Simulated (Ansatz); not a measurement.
```yaml
crystal:
  periodic: [false, false, false]
  atoms:
    - {symbol: C, position_ang: [-2.458359, -1.030709, -0.662015]}
    - {symbol: C, position_ang: [-2.679572, 0.269695, -0.795799]}
    - {symbol: C, position_ang: [-3.109130, 1.186007, 0.299934]}
    - {symbol: C, position_ang: [-2.242365, 2.431341, 0.491121]}
    - {symbol: C, position_ang: [-0.814697, 2.164235, 0.959481]}
    - {symbol: C, position_ang: [0.168609, 1.820914, -0.150975]}
    - {symbol: C, position_ang: [1.606244, 1.671255, 0.331655]}
    - {symbol: C, position_ang: [1.839731, 0.530257, 1.317394]}
    - {symbol: C, position_ang: [1.476209, -0.855230, 0.796517]}
    - {symbol: C, position_ang: [2.281921, -1.280272, -0.422960]}
    - {symbol: C, position_ang: [2.108529, -2.744254, -0.805793]}
    - {symbol: C, position_ang: [0.697692, -3.106523, -1.239293]}
    - {symbol: H, position_ang: [-2.563807, -1.524830, 0.299370]}
    - {symbol: H, position_ang: [-2.167689, -1.649156, -1.502665]}
    - {symbol: H, position_ang: [-2.561854, 0.724645, -1.778858]}
    - {symbol: H, position_ang: [-3.157986, 0.626921, 1.240746]}
    - {symbol: H, position_ang: [-4.132423, 1.519635, 0.084065]}
    - {symbol: H, position_ang: [-2.219741, 3.007864, -0.441866]}
    - {symbol: H, position_ang: [-2.745169, 3.068140, 1.225609]}
    - {symbol: H, position_ang: [-0.440853, 3.053283, 1.481298]}
    - {symbol: H, position_ang: [-0.832482, 1.363628, 1.708021]}
    - {symbol: H, position_ang: [0.133437, 2.617309, -0.903764]}
    - {symbol: H, position_ang: [-0.150580, 0.908805, -0.662820]}
    - {symbol: H, position_ang: [2.260354, 1.539315, -0.536435]}
    - {symbol: H, position_ang: [1.921810, 2.609461, 0.803597]}
    - {symbol: H, position_ang: [2.897676, 0.532049, 1.605319]}
    - {symbol: H, position_ang: [1.280451, 0.723234, 2.238742]}
    - {symbol: H, position_ang: [0.405318, -0.895946, 0.570282]}
    - {symbol: H, position_ang: [1.642518, -1.583883, 1.599334]}
    - {symbol: H, position_ang: [3.343873, -1.088298, -0.226433]}
    - {symbol: H, position_ang: [2.014959, -0.654152, -1.282537]}
    - {symbol: H, position_ang: [2.805364, -2.983240, -1.616196]}
    - {symbol: H, position_ang: [2.403138, -3.373525, 0.042661]}
    - {symbol: H, position_ang: [0.636496, -4.149526, -1.558808]}
    - {symbol: H, position_ang: [0.374944, -2.481647, -2.077538]}
    - {symbol: H, position_ang: [-0.022555, -2.966792, -0.430398]}
basis:
  gaussian: {orbitals: cc-pVTZ-DK}
total_charge: 1
magnetization: {spin_polarized: true, initial_magnetization: 1}
hamiltonian: {xc: {name: B3LYP-D3}}
scf: {lower_state_search: off}
```

```sh
$ ansatz run in.yaml --threads 11 --pin off --events-out ev --progress --plain --max-ram 174080MiB --backend cuda --devices 0, --max-vram 75GiB
```

(1) How does Ansatz answer? (An estimate is asked.)

Results:

(1) Computed: The program refused the input.
```
Error: YAML parse error: error: line 44 column 19: hamiltonian.xc: no functional is named "B3LYP-D3"; the names, which are not case-sensitive, are SVWN5, SPW92, PBE, PBE0, PBEsol, revPBE, revPBE0, RPBE, rPW86-PBE, HSE06, wPBEh, LC-wPBE, HISS, HF, BLYP, B3LYP, B3LYP5, BHLYP, CAM-B3LYP, r2SCAN, r2SCANh, r2SCAN0, r2SCAN50, m-r2SCAN, B97, wB97, wB97X, wB97X-V, B97M-V, wB97M-V, B2PLYP, B2GP-PLYP, PBE0-DH, PBE-QIDH
42 | total_charge: 1
43 | magnetization: {spin_polarized: true, initial_magnetization: 1}
44 | hamiltonian: {xc: {name: B3LYP-D3}}
45 | scf: {lower_state_search: off}
```

HSE06 is defined as in plane-wave codes.
